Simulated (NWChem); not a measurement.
System: YClF$_{2}$; SMILES [F][Y]([Cl])[F]

Input file for NWChem:

```
start job
memory heap 200 mb stack 900 mb global 1100 mb
geometry units angstroms noautosym nocenter noautoz
  Y      0.327301    -0.174011     0.000000
  F      0.540242    -1.176947     1.696612
  F      0.540242    -1.176947    -1.696612
  Cl    -0.176249     2.240404     0.000000
end
basis spherical
  * library def2-svpd
end
ecp
  Y library def2-ecp
end
dft
  xc xcamb88 1.00 lyp 0.81 vwn_5 0.19 hfexch 1.00
  cam 0.33 cam_alpha 0.19 cam_beta 0.46
  iterations 150
end
property
  response 1 0.0
end
task dft property
```

Excerpt of the output:

```
             Northwest Computational Chemistry Package (NWChem) 7.3.0
             --------------------------------------------------------

                             Geometry "geometry" -> ""
                             -------------------------

 Output coordinates in angstroms (scale by  1.889725989 to convert to a.u.)

  No.       Tag          Charge          X              Y              Z
 ---- ---------------- ---------- -------------- -------------- --------------
    1 Y                   39.0000     0.32730100    -0.17401100     0.00000000
    2 F                    9.0000     0.54024200    -1.17694700     1.69661200
    3 F                    9.0000     0.54024200    -1.17694700    -1.69661200
    4 Cl                  17.0000    -0.17624900     2.24040400     0.00000000

 Effective nuclear repulsion energy (a.u.)     383.9907662736

                                 NWChem DFT Module
                                 -----------------

 Summary of "ao basis" -> "ao basis" (spherical)
 ------------------------------------------------------------------------------
       Tag                 Description            Shells   Functions and Types
 ---------------- ------------------------------  ------  ---------------------
 Y                         def2-svpd                12       34   5s4p2d1f
 F                         def2-svpd                 9       23   4s3p2d
 Cl                        def2-svpd                11       27   5s4p2d

            General Information
            -------------------
          SCF calculation type: DFT
          Wavefunction type:  closed shell.
          No. of atoms     :     4
          No. of electrons :    46
           Alpha electrons :    23
            Beta electrons :    23
          Charge           :     0
          Spin multiplicity:     1
          Use of symmetry is: off; symmetry adaption is: off
          Maximum number of iterations: 150
          AO basis - number of functions:   107
                     number of shells:    41
          Convergence on energy requested:  1.00D-06
          Convergence on density requested:  1.00D-05
          Convergence on gradient requested:  5.00D-04

              XC Information
              --------------
                     Hartree-Fock (Exact) Exchange  1.000
                   CAM-Becke88 Exchange Functional  1.000
                      VWN V Correlation Functional  0.190 local
              Lee-Yang-Parr Correlation Functional  0.810

           Range-Separation Parameters
           ---------------------------
           Alpha           :  0.19
           Beta            :  0.46
           Gamma           :  0.33
           Short-Range HF  :     F

             Grid Information
             ----------------
          Grid used for XC integration:  medium
          Radial quadrature: Mura-Knowles
          Angular quadrature: Lebedev.
          Tag              B.-S. Rad. Rad. Pts. Rad. Cut. Ang. Pts.
          ---              ---------- --------- --------- ---------
          Y                   1.80      123          12.0       590
          F                   0.50       49          13.0       434
          Cl                  1.00       88          12.0       590
          Grid pruning is: on
          Number of quadrature shells:   309
          Spatial weights used:  Erf1

      Superposition of Atomic Density Guess
      -------------------------------------

 Sum of atomic energies:        -701.58095933

      Non-variational initial energy
      ------------------------------

 Total energy =    -695.567879
 1-e energy   =   -1267.813539
 2-e energy   =     424.924131
 HOMO         =      -0.474851
 LUMO         =      -0.105432

   convergence    iter        energy       DeltaE   RMS-Dens  Diis-err
 ---------------- ----- ----------------- --------- --------- ---------
 d= 0,ls=0.0,diis     1   -697.9376974949 -8.45D+02  2.04D-02  1.58D+00
 d= 0,ls=0.0,diis     2   -697.6549208594  2.83D-01  1.04D-02  5.62D+00
 d= 0,ls=0.0,diis     3   -698.1323013708 -4.77D-01  1.36D-03  9.27D-03
 d= 0,ls=0.0,diis     4   -698.1331638227 -8.62D-04  4.53D-04  3.89D-03
 d= 0,ls=0.0,diis     5   -698.1336394285 -4.76D-04  1.40D-04  4.76D-05
  Resetting Diis
 d= 0,ls=0.0,diis     6   -698.1336506754 -1.12D-05  2.48D-05  1.29D-06
 d= 0,ls=0.0,diis     7   -698.1336512101 -5.35D-07  6.90D-06  1.32D-07

         Total DFT energy =     -698.133651210116
      One electron energy =    -1272.415059244760
           Coulomb energy =      481.238420286332
    Exchange-Corr. energy =      -54.278540165527
 Nuclear repulsion energy =      147.321527913840

 Numeric. integr. density =       45.999996257216

                       DFT Final Molecular Orbital Analysis
                       ------------------------------------

[...]

 DFT Linear Response polarizability / au
 Frequency  =       0.0000000 / au
              X              Y              Z
 -----------------------------------------------
 X      36.8564836     -3.8634548     -0.0000001
 Y      -3.8634606     54.4917106      0.0000001
 Z      -0.0000001      0.0000001     45.5618792
 -----------------------------------------------
 Eigenvalues =      36.0472289     55.3009653     45.5618792
 Isotropic   =      45.6366911
 Anisotropic =      16.6746024
 -----------------------------------------------

 Magnetic Dipole Response Matrix (nonzero elements):

 Exiting AOResponse driver routine
```

Level: CAM-B3LYP/def2-SVPD with def2 effective core potentials on Y. Coordinates come from a PBE0/def2-SVP optimisation. No frequency run checked for a minimum. def2 effective core potentials on Y; no spin-orbit coupling.
